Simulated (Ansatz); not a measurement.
`Cl[C]1=C[CH2][GeH2]1` → 3 C• + Cl• + Ge• + 5 H•  (atomization)

Computed with Ansatz on PBE0-D4/def2-TZVP structures; ΔE is electronic, products minus reactants. CBS: MP2 limit from def2 TZ/QZ plus the TZ coupled-cluster correction, frozen cores. This one scheme is used for every species, atoms too. For atomizations the MP2-based limit and the directly extrapolated one differ by several kJ/mol either way, and by 10 to 25 for some Ge, Se and Sn compounds, so smaller differences from it don't rank the levels. DFT in def2-TZVPP. HSE06 is defined as in plane-wave codes. Open shells (•) are unrestricted, without spin–orbit coupling. Spin–orbit coupling would lower the free atoms: a little for C, Cl; clearly for Ge. Bonds to Ge are less sure, by a few kJ/mol each and by 10 to 20 or more in all where they break to atoms, as the def2 sets lack core-valence functions. Scalar relativity is left out up to krypton.

Q: What is ΔE at CCSD(T)/CBS? (Estimate.)

A: Ansatz gave: +3679.1 kJ/mol.

Q: What do these levels give: PBE0-D4, HSE06-D4, ωB97X-V, r2SCAN, LC-ωPBE, CCSD(T)/def2-SVP? (Estimate.)

A: The calculation gave: PBE0-D4 3714.1, HSE06-D4 3716.5, ωB97X-V 3686.6, r2SCAN 3691.9, LC-ωPBE 3669.0, CCSD(T)/def2-SVP 3485.2 kJ/mol.

Largest T1 diagnostic among the species: 0.012.

In def2-TZVPP, CCSD(T) changes the Hartree–Fock value by +954.9 kJ/mol (the triples alone add +71.1 kJ/mol) and MP2 by +1028.1 kJ/mol; breaking electron pairs costs correlation energy, which Hartree–Fock lacks. From BLYP to BHLYP (50 % exact exchange), in def2-TZVPP and without D4, ΔE moves by −74.0 kJ/mol: exact exchange takes away binding that semilocal exchange gives to molecules. Leaving LDA and LC-ωPBE aside and taking each functional with its dispersion term where it has one, the values, not all of them listed here, spread over 230.2 kJ/mol, from BHLYP-D4 to PBE-D4. LDA lies +507.8 kJ/mol from PBE without D4, its usual overbinding.
